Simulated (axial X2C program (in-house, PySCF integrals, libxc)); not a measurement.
# Curves of LuSH from open-shell CI on d1 s1 p(π)0

Computed with an in-house all-electron X2C program for linear molecules (integrals from PySCF): two-component X2C with atomic mean-field Coulomb and Gaunt terms, basis Lu dyall-v3z, S dyall-av3z, H dyall-v3z (cores contracted in-house). Orbitals come from Hartree–Fock averaged over the configuration Lu d1 s1 p(π)0; CI then distributes these electrons over the d, s, p(π) shells of Lu.

Scan along the Lu–S bond with SH moving as one mass, its bond held at 1.340 Å; masses Lu 174.941 u, S 31.972 u, H 1.008 u. Energies in cm⁻¹ from the lowest point; levels are followed by energy order within each Ω. Lowest level at 2.490 Å: 92% s2 + 6% d2.

```json
{"R (Å)": "2.316", "(1)Ω=0": "769", "(2)Ω=0": "11920", "(1)Ω=1": "12560", "(3)Ω=0": "12834", "(2)Ω=1": "14127"}
{"R (Å)": "2.403", "(1)Ω=0": "0", "(2)Ω=0": "11101", "(1)Ω=1": "11752", "(3)Ω=0": "11969", "(2)Ω=1": "13071"}
{"R (Å)": "2.490", "(1)Ω=0": "88", "(2)Ω=0": "11072", "(1)Ω=1": "11708", "(3)Ω=0": "11922", "(2)Ω=1": "12714"}
{"R (Å)": "2.590", "(1)Ω=0": "913", "(2)Ω=0": "11719", "(1)Ω=1": "12299", "(3)Ω=0": "12561", "(2)Ω=1": "13020"}
{"R (Å)": "2.689", "(1)Ω=0": "2223", "(2)Ω=0": "12832", "(1)Ω=1": "13309", "(3)Ω=0": "13670", "(2)Ω=1": "13886"}
{"R (Å)": "2.801", "(1)Ω=0": "4048", "(2)Ω=0": "14428", "(1)Ω=1": "14738", "(3)Ω=0": "15261", "(2)Ω=1": "15316"}
{"R (Å)": "2.938", "(1)Ω=0": "6509", "(2)Ω=0": "16623", "(1)Ω=1": "16717", "(3)Ω=0": "17443", "(2)Ω=1": "17406"}
```

Question: Fit the curves (1)Ω=0, (2)Ω=0, (1)Ω=1, (3)Ω=0, (2)Ω=1 near their minima.

Answer: From the open-shell CI curves, Te from the lowest:

```
 level  Te (cm⁻¹)  Re (Å)  ωe (cm⁻¹)
(1)Ω=0          0   2.435      346.3
(2)Ω=0      11055   2.449      324.6
(1)Ω=1      11701   2.451      317.0
(3)Ω=0      11912   2.451      327.0
(2)Ω=1      12766   2.496      303.9
```

Without dynamic correlation distances can be off by several hundredths of an Å (long for ionic bonds, short for multiple bonds) and the wavenumbers are rough.

The 5 lowest curves are shown; the next is (1)Ω=2, from 12857 cm⁻¹.

There is no dynamic correlation: spin–orbit spacings and, for f shells, spacings inside one term are the most reliable numbers, splittings between terms come out too wide, and energies between configurations are not reliable, so the lowest level need not be the ground state of the molecule. The lowest levels belong to s2, not to the averaged configuration, so orbitals and distance suit them less well. For d shells the ligand-field splittings (σ, π, δ) and their order can be off by a thousand cm⁻¹ or more. At most 6 roots were kept for each Ω > 0 (twice that for Ω = 0) within 3.2 eV of the lowest, so higher up levels can be missing between those listed; levels with Ω > 0 are doubly degenerate and listed once, Ω = 0 levels singly. Some active spinors are only partly of the character that their shell is named for, so the shell names and counts are nominal. States that fill the shells left empty in the average are placed too high. The molecule was held linear; bending was not examined. Hydrosulfides and their kin are strongly bent in nature, so this linear model does not describe the real molecule.
